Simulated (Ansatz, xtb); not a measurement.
C3H5F3Se: which of two isomers lies lower

We compare X, `C[C@H]([SeH])C(F)(F)F`, a singlet, with Y, `C[Se]CC(F)(F)F`, a singlet. Both are isolated molecules in the gas phase, relaxed with PBE-D3(BJ)/def2-SVP; the shapes shown needn't be the lowest conformers.

X (Å):

```xyz
12

C     0.4540   -0.2087   -0.1190
C    -1.0482   -0.0985    0.1147
C    -1.6069   -1.3450    0.7964
F    -1.0286   -1.5696    1.9990
F    -1.3787   -2.4395    0.0271
F    -2.9411   -1.2610    0.9933
Se   -1.5428    1.4899    1.2217
H     0.8325    0.6787   -0.6606
H     0.9944   -0.2867    0.8439
H     0.6799   -1.1078   -0.7285
H    -1.5988   -0.0042   -0.8420
H    -0.8968    2.4192    0.2606
```

Y (Å):

```xyz
12

C    -3.5771   -0.6755    0.8577
C    -1.6318   -0.4211   -1.3517
C    -0.3170   -0.4521   -0.5941
F     0.5524    0.4424   -1.1324
F     0.2708   -1.6643   -0.6358
F    -0.4751   -0.1153    0.7120
Se   -2.9930   -1.6851   -0.7192
H    -3.9483    0.3243    0.5612
H    -4.4088   -1.2542    1.3024
H    -2.7537   -0.5835    1.5878
H    -1.4260   -0.6840   -2.4071
H    -2.0348    0.6100   -1.3250
```

Estimate which is lower in electronic energy at CCSD(T)/def2-SVP + ΔMP2/def2-TZVPP, and by roughly how much.

Too close to call at this level: CCSD(T)/def2-SVP + ΔMP2/def2-TZVPP gives E(Y) − E(X) = −0.37 kcal/mol.

How the difference moves with the method:

```
                             level             geometry  E(Y) − E(X) (kcal/mol)  departure from the last row (kcal/mol)  job, with rough time for the two
                          GFN2-xTB             GFN2-xTB                     +2.98                                   +3.35              optimisation, 0.13 s
                         HF/STO-3G             GFN2-xTB                     −5.88                                   −5.51               single point, 0.4 s
                r2SCAN-D4/def2-SVP             GFN2-xTB                     +1.17                                   +1.54               single point, 3.3 s
               PBE-D3(BJ)/def2-SVP  PBE-D3(BJ)/def2-SVP                     +0.51                                   +0.88                optimisation, 20 s
                       HF/def2-SVP  PBE-D3(BJ)/def2-SVP                     +0.53                                   +0.90           part of the CCSD(T) run
                      MP2/def2-SVP  PBE-D3(BJ)/def2-SVP                     +2.66                                   +3.03           part of the CCSD(T) run
                  CCSD(T)/def2-SVP  PBE-D3(BJ)/def2-SVP                     +3.05                                   +3.42                      single point
CCSD(T)/def2-SVP + ΔMP2/def2-TZVPP  PBE-D3(BJ)/def2-SVP                     −0.37                                                        single point, 89 s
```

As drawn, Y has 1 C–Se, 1 C–H in place of 1 C–C, 1 Se–H.

The largest departure from CCSD(T)/def2-SVP + ΔMP2/def2-TZVPP is that of HF/STO-3G, 5.51 kcal/mol. The last row adds to CCSD(T) the change of the MP2 difference between the two basis sets, here −3.42 kcal/mol, a large step that makes the value less sure.

With thermal terms from frequencies at re-optimised GFN2-xTB minima (ideal gas, soft modes damped towards free rotors, one conformer each, 298.15 K, 1 atm): the zero-point term adds +1.10 kcal/mol; ΔH is +0.77 and ΔG +0.48 kcal/mol.

The correlated steps freeze 15 core orbitals; the filled d shell of Se is correlated, in a basis made for valence electrons. Mirror images aren't counted in ΔG. Codes used: Ansatz 0.2.0, xtb 6.7.1; the last row on 4 threads of Arm Neoverse V2 on a shared host.
